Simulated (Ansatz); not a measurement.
Ansatz (a quantum-chemistry and plane-wave program) input file for C2H5NOSi, SMILES N#CC[SiH2]O, PBE0/def2-SVPD. The structure is a stationary point at B3LYP-D3(BJ)/def2-SVP. This is a generated structure with no PubChem entry under its InChIKey; it may be hypothetical. Other conformers were not sampled.

Ansatz 0.2 input:
```yaml
crystal:
  periodic: [false, false, false]
  atoms:
    - {symbol: N, position_ang: [-0.33260163, -2.86340571, -0.00000000]}
    - {symbol: C, position_ang: [0.19758820, -1.83211979, -0.00000000]}
    - {symbol: C, position_ang: [0.80170510, -0.51037091, -0.00000000]}
    - {symbol: Si, position_ang: [-0.50406231, 0.86854192, 0.00000000]}
    - {symbol: O, position_ang: [0.40708137, 2.26408468, 0.00000000]}
    - {symbol: H, position_ang: [1.44437529, -0.38813479, -0.88778433]}
    - {symbol: H, position_ang: [1.44437529, -0.38813479, 0.88778433]}
    - {symbol: H, position_ang: [-1.35453578, 0.74420534, 1.21684050]}
    - {symbol: H, position_ang: [-1.35453578, 0.74420534, -1.21684050]}
    - {symbol: H, position_ang: [-0.04700594, 3.11437874, 0.00000000]}
basis:
  gaussian:
    orbitals: def2-SVPD
hamiltonian:
  xc: {name: PBE0}
```

It prints:

```
WARN ansatz: RAYON_NUM_THREADS=1 ignored (pool sized by the plan → 1); use --threads N
Functional definition: PBE0
integrals: 0.07 GiB planned
1263 factors; their error is unknown
mean field: 0.64 GiB planned
mean field evaluation 1: about -13546.8067 eV, gradient 6.3e1 eV
mean field evaluation 2: about -13535.1622 eV, gradient 9.9e1 eV
mean field evaluation 4: about -13554.4075 eV, gradient 6.9e0 eV
mean field evaluation 8: about -13554.5030 eV, gradient 3.2e-1 eV
mean field evaluation 16: about -13554.5680 eV, gradient 2.6e-4 eV
mean field -13554.56802769 eV, -498.1211874014 hartree, gradient 6.0e-5 eV, S^2 0.000000; 0 other end points of the search recorded, 0 dependent functions left out
reference -13554.56806574 eV, -498.1211887998 hartree; 23, 23 occupied and 124, 124 virtual orbitals, 1263 factors
Total energy: -13554.56806574 eV, -498.1211887998 hartree
```

The calculation finished and met its thresholds.
